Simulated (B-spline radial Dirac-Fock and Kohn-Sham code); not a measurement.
These are calculated numbers from an atomic code on a B-spline grid; the model is configuration-average Dirac-Fock orbitals.

**Question.** This computed X-ray form factor belongs to an atom or ion in its tabulated ground configuration. Which?

```
sin θ/λ (Å⁻¹)      f₀
         0.25  34.289
          0.3  31.530
         0.35  29.086
          0.5  23.626
          1.1  13.591
          1.2  12.353
            4   3.083
            5   2.110
            6   1.575
```

**Answer.** Pd, with 46 electrons in [Kr] 4d10. f₀ tends to the number of electrons as s goes to zero, which the first rows give only roughly, and the rate of fall reflects the nuclear charge, 46.
